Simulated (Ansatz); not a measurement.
Level of theory: frozen-core CCSD(T)/def2-TZVPP // CAM-B3LYP-D3(BJ)/def2-TZVP in Ansatz (a quantum-chemistry and plane-wave program). The restricted HF reference is unstable towards unrestricted orbitals.

Ansatz 0.2 input:
```yaml
crystal:
  periodic: [false, false, false]
  atoms:
    - { symbol: C, position_ang: [2.031433, -0.101596, -0.100461] }
    - { symbol: C, position_ang: [0.759104, -0.060504, -0.457904] }
    - { symbol: C, position_ang: [-0.328188, 0.05316, 0.555917] }
    - { symbol: C, position_ang: [-1.733571, 0.079882, 0.021571] }
    - { symbol: O, position_ang: [-0.091629, 0.119558, 1.737695] }
    - { symbol: H, position_ang: [2.29898, -0.052445, 0.947523] }
    - { symbol: H, position_ang: [2.826697, -0.184738, -0.828393] }
    - { symbol: H, position_ang: [0.468033, -0.109374, -1.500707] }
    - { symbol: H, position_ang: [-1.855787, 0.921161, -0.664117] }
    - { symbol: H, position_ang: [-2.443069, 0.16373, 0.839775] }
    - { symbol: H, position_ang: [-1.932004, -0.828836, -0.550898] }
basis:
  gaussian: { orbitals: def2-TZVPP }
correlation:
  method: ccsd_t
```

Output:

```
Functional definition: HF
1432 factors; integrals over basis functions are off by at most 1.0e-3 eV
mean field evaluation 1: about -6251.3889 eV, gradient 4.2e1 eV
mean field evaluation 2: about -6251.6471 eV, gradient 4.2e1 eV
mean field evaluation 4: about -6255.7498 eV, gradient 6.0e0 eV
mean field evaluation 8: about -6255.8605 eV, gradient 4.7e-1 eV
mean field evaluation 16: about -6255.8622 eV, gradient 2.5e-6 eV
mean field -6255.86219406 eV, -229.8986952560 hartree, gradient 2.5e-6 eV, S^2 0.000000; 0 other end points of the search recorded, 0 dependent functions left out; unrestricted orbitals would lower it
5 core orbitals not correlated
reference -6255.86219406 eV, -229.8986952560 hartree; 14, 14 occupied and 220, 220 virtual orbitals, 1432 factors
second order -23.87759139 eV of doubles, -0.00000000 eV of singles
cycle   1  -23.99760061 eV  change   -1.2e-1 eV  update   1.2e-1
cycle   2  -24.61513356 eV  change   -6.2e-1 eV  update   3.8e-2
cycle   3  -24.78424244 eV  change   -1.7e-1 eV  update   2.0e-2
cycle   4  -24.77354922 eV  change    1.1e-2 eV  update   5.7e-3
cycle   5  -24.77260011 eV  change    9.5e-4 eV  update   2.9e-3
cycle   6  -24.77399372 eV  change   -1.4e-3 eV  update   9.3e-4
cycle   7  -24.77370476 eV  change    2.9e-4 eV  update   4.7e-4
cycle   8  -24.77362950 eV  change    7.5e-5 eV  update   1.3e-4
cycle   9  -24.77369025 eV  change   -6.1e-5 eV  update   4.7e-5
cycle  10  -24.77369689 eV  change   -6.6e-6 eV  update   1.6e-5
perturbative correction -1.10830738 eV, -0.0407295451 hartree
Total energy: -6281.74419833 eV, -230.8498413694 hartree
```

Cost: around 3.0 core-minutes (rough).
